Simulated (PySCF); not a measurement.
Species: Mo(NH2)4 (singlet state).
SMILES: `[NH2][Mo]([NH2])([NH2])[NH2]`

Level of theory: PBE0-D3(BJ)/def2-SVP geometry optimisation, gas phase, def2 core potentials past Kr in PySCF 2.14.0.

Masses are those of the commonest isotopes; rigid-rotor values at the optimised geometry. 

(1) Give the principal moments of inertia and the rotational constants in MHz.

(2) Classify the top.

(3) Is it planar, by Δ = Ic − Ia − Ib?

Answers

(1) Ia = 173.00, Ib = 173.22, Ic = 179.24 u·Å²; 505379 MHz·u·Å²/I gives A = 2921, B = 2918, C = 2820 MHz.

(2) An oblate symmetric top, as the point group D2d requires two equal moments; the computed ones differ by 0.13 % because the geometry is symmetric only within the optimiser's tolerance; Ray's κ = 0.926.

(3) Not planar: Δ = Ic − Ia − Ib = -166.98 u·Å². For a rigid frame Δ = −2 Σ m c², so Σ m c² = 83.49 u·Å² lies off the ab plane: 18.82 from hydrogen and 64.67 from heavier atoms. The atom farthest from that plane is 1.64 Å away.

The point group D2d allows no dipole (computed: 0.03 D), so a rigid rotor has no electric-dipole lines.

Estimate the classical rotational partition function at 10 K, 50 K and 200 K.

Point group D2d, symmetry number σ = 4; q = (√π/σ)·√((kT/h)³/(ABC)), k/h = 20836.6 MHz/K: 272 at 10 K, 3040 at 50 K, 24300 at 200 K.

No PBE0-D3(BJ)/def2-SVP frequencies stand behind this structure, so it isn't proved a minimum. Zero-point vibration and centrifugal distortion are left out.
